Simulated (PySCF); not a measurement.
PySCF input for Te(H)(SH) (H2STe), SMILES S[TeH], C-PCM-ωB97X/def2-SVP. The structure is a stationary point at PBE-D3(BJ)/def2-TZVP. The def2 effective core potentials stand for the cores of Te; spin–orbit coupling is left out.

```python
import numpy as np
from pyscf import gto, scf, dft
from pyscf.solvent import pcm

mol = gto.M(
    atom='''
    Te    0.26461578   -0.33472857    0.39889538
    H     0.30543236   -1.68763203   -0.60079896
    S    -0.75148805    1.13842402   -1.20406255
    H    -2.04164378    0.87873310   -0.87675999
    ''',
    basis='def2-SVP',
    ecp={'Te': 'def2-svp'},
    charge=0,
    spin=0,
    max_memory=1600,
    verbose=3,
)
mf = dft.RKS(mol, xc='wb97x').density_fit(auxbasis='def2-universal-jkfit')
mf.grids.level = 3
mf.conv_tol = 1e-9
mf.max_cycle = 100
mf.kernel()
res = {}
for name, eps in {'water': 78.355, 'N,N-dimethylformamide': 37.219, 'chloroform': 4.7113}.items():
    s = mf.PCM()
    s.with_solvent.method, s.with_solvent.eps, s.with_solvent.lebedev_order = 'C-PCM', eps, 29
    s.kernel(mf.make_rdm1())
    res[name] = (s.e_tot, eps, s.dip_moment(), s.mo_energy, s.converged)
    print(f'{name}: electrostatic solvation free energy {(s.e_tot - mf.e_tot) * 627.509474:.3f} kcal/mol')
```

Log of the run:

```
converged SCF energy = -667.323216963098

WARN: PCM is an experimental feature. It is still in testing.
Features and APIs may be changed in the future.

converged SCF energy = -667.328161732678
Dipole moment(X, Y, Z, Debye): -0.77698, -1.41967,  0.96104
water: electrostatic solvation free energy -3.103 kcal/mol

WARN: PCM is an experimental feature. It is still in testing.
Features and APIs may be changed in the future.

converged SCF energy = -667.328080348945
Dipole moment(X, Y, Z, Debye): -0.77346, -1.41104,  0.95708
N,N-dimethylformamide: electrostatic solvation free energy -3.052 kcal/mol

WARN: PCM is an experimental feature. It is still in testing.
Features and APIs may be changed in the future.

converged SCF energy = -667.327045682201
Dipole moment(X, Y, Z, Debye): -0.72965, -1.30574,  0.90799
chloroform: electrostatic solvation free energy -2.403 kcal/mol
```

The run converged.
